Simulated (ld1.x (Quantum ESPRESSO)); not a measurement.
# Building the ultrasoft potential for Au (Z = 79) (LDA (PZ), scalar-relativistic).

ld1.x (Quantum ESPRESSO) 7.5 input, shortened:

```
&input
   title='Au', zed=79., rel=1, dft='PZ', iswitch=3,
   config='[Xe] 4f14 5d10 6s0 6p1'
 /
 &inputp
   pseudotype=3, tm=.true., lloc=-1, rcloc=1.55,
   nlcc=.true., rcore=1.25,
   which_augfun='PSQ', rmatch_augfun=1.65
 /
6
6S  1  0   0.00   0.00  1.80  2.45  0.0
6S  1  0   0.00   0.25  1.80  2.45  0.0
5P  2  1   6.00   0.00  1.45  1.85  0.0
6P  3  1   1.00   0.00  1.45  1.85  0.0
5D  3  2  10.00   0.00  1.60  1.95  0.0
5D  3  2   0.00  -0.15  1.60  1.95  0.0
 &test
   configts(1)='5p6 5d10 6s0 6p1'
 /
```

All-electron outer shells of the reference configuration (LDA (PZ), scalar-relativistic, ld1.x):

```csv
shell,level (eV),outermost node (bohr),outermost maximum (bohr)
5s,-110.92,0.48,0.84
4f,-83.71,–,0.37
5p,-62.22,0.52,0.96
5d,-9.19,0.56,1.21
6s,-7.65,1.11,2.27
6p,-2.01,1.32,3.34
```

Q: Does the generator finish with these settings?

A: Yes, a potential is produced and its reference levels are reproduced.

Q: What does a ghost test show?

A: Ghost state, extra bound levels that the all-electron valence spectrum of the same l lacks: s at -171.9 eV (p not tested). A true bound ghost makes a file unfit for plane-wave use.

Q: Is the overlap operator S = 1 + Σ q|β⟩⟨β| positive definite (Bessel basis up to 400 Ry)?

A: No: its lowest eigenvalue is -0.209, in the p channel, so the generalised eigenproblem breaks down once the basis is large enough.

Test run stopped at test 1 of 9 (negative rho).

Its overlap operator is not positive definite in a basis up to 400 Ry (lowest eigenvalue p -0.21), so the file is unfit for use: the generalised eigenproblem breaks down once the basis is large enough, and its test numbers describe a broken file.
